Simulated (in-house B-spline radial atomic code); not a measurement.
Computed with a B-spline radial atomic code. Model: two electrons, singlet ground state, non-relativistic, full CI in B-splines with partial waves to l = 8 (at full coupling up to 3e-4 hartree above the limit, correlation up to 0.6 % small), density held at that of full coupling by Lieb maximisation.

W(λ) is the mean repulsion in the state of coupling λ less the Hartree energy of the fixed density. Its start is exact exchange, its initial slope is twice the second-order Görling-Levy correlation energy, and its area from 0 to 1 is E_xc. A straight curve means weak, dynamic correlation, and a curve that drops fast and flattens means strong correlation.

Command:
```bash
python run_ac.py task.json out
```
Settings (lengths in bohr, energies in hartree):
```
potential              coulomb
strength               6.82
lmax                   8
wall_radius            3.99
```

Time taken, with all properties: 6.8 s on 1 thread of Intel(R) Xeon(R) Processor @ 2.30GHz (shared host).

**W = mean repulsion less Hartree energy, and W of three functionals.**

Given: confinement point charge; nuclear charge 6.82; hard wall radius 3.99 bohr; external potential -Z/r.

Computed: LDA exchange minus exact 571.12 millihartree; PBE exchange minus exact 76.329 millihartree.

| coupling | W xc (hartree) | W xc minus exchange (millihartree) | kinetic minus Kohn-Sham (millihartree) | LDA (PW92) W minus its exchange (millihartree) | PBE W minus its exchange (millihartree) | SCAN W minus its exchange (millihartree) |
| --- | --- | --- | --- | --- | --- | --- |
| 0 | -4.0397 | 0 | 0 | 0 | 0 | 0 |
| 0.02 | ? | ? | ? | ? | ? | ? |
| 0.05 | -4.0444 | -4.66 | 0.1 | -32.43 | -4.72 | -4.59 |
| 0.12 | -4.0508 | -11.137 | 0.7 | -65.23 | -11.39 | -10.91 |
| 0.25 | -4.0627 | -23.034 | 2.9 | -114.48 | -23.82 | -22.4 |
| 0.4 | -4.0763 | -36.547 | 7.3 | -161.94 | -38.14 | -35.33 |
| 0.6 | ? | ? | ? | ? | ? | ? |
| 0.8 | -4.1112 | -71.509 | 28.2 | -264.05 | -75.76 | -68.37 |
| 1 | -4.1281 | -88.426 | 43.4 | -307.07 | -94.15 | -84.21 |
| 1.4 | -4.1609 | -121.19 | 82.7 | -383.03 | -129.94 | -114.68 |
| 2 | -4.2075 | -167.82 | 161.8 | -479.64 | -181.11 | -157.73 |
| 3 | -4.2792 | -239.47 | 340.3 | -611.36 | -259.92 | -223.47 |
| 4.5 | -4.3744 | -334.64 | 695.5 | -767.26 | -364.69 | -310.6 |
| 7 | -4.5067 | -467.02 | 1450.6 | -963.37 | -510.81 | -432.55 |
| 10 | -4.6331 | -593.4 | 2517.4 | -1138.3 | -651.75 | -550.89 |

(1) What belongs in the row 0.02?

(2) What belongs in the row 0.6?

(3) What is the SCAN exchange minus exact?

**Energy parts, natural occupations and partial-wave weights.**

Computed: total energy -42.4061 hartree; exchange energy -4.0397 hartree; correlation energy -0.045028 hartree; kinetic part over minus potential part 0.49079; Hartree energy 8.0794 hartree; Kohn-Sham kinetic 42.362 hartree; Lieb Oxford ratio E_xc over LDA exchange 1.1776.

```tsv
natural	occupation of the shell (electrons)
s	1.9988
p	0.00066518
s	?
d	3.6308e-05
p	2.5342e-05
s	1.0064e-05
```

(4) What belongs in the row s?

| wave | weight |
| --- | --- |
| s | 0.99963 |
| p | 0.00034658 |
| d | 2.042e-05 |
| f | ? |
| g | 7.2237e-07 |

(5) What belongs in the row f?

(6) What is the kinetic part of the DFT correlation energy?

(7) What is the initial slope twice GL2?

## Answers

(1) W xc (hartree): -4.0416; W xc minus exchange (millihartree): -1.867; kinetic minus Kohn-Sham (millihartree): 0; LDA (PW92) W minus its exchange (millihartree): -15.21; PBE W minus its exchange (millihartree): -1.88; SCAN W minus its exchange (millihartree): -1.85.

(2) W xc (hartree): -4.0939; W xc minus exchange (millihartree): -54.22; kinetic minus Kohn-Sham (millihartree): 16.1; LDA (PW92) W minus its exchange (millihartree): -216.31; PBE W minus its exchange (millihartree): -57.08; SCAN W minus its exchange (millihartree): -52.09.

(3) -4.1375 millihartree.

(4) occupation of the shell (electrons): 0.00042647.

(5) weight: 3.0258e-06.

(6) 0.043398 hartree.

(7) -0.093432 hartree.

Half-way to full coupling W has made 51 % of its drop, against 50 % for a straight line, and second-order (GL2) theory, half the initial slope, overshoots the correlation energy by about 4 %: correlation is weak here. Over couplings 0 to 1 the errors in E_xc come to about +436 millihartree for LDA, +74 millihartree for PBE, -2.3 millihartree for SCAN, so SCAN is nearest. In LDA and PBE and SCAN the errors of exchange and correlation have opposite signs, so the sum is smaller than the larger of the two.
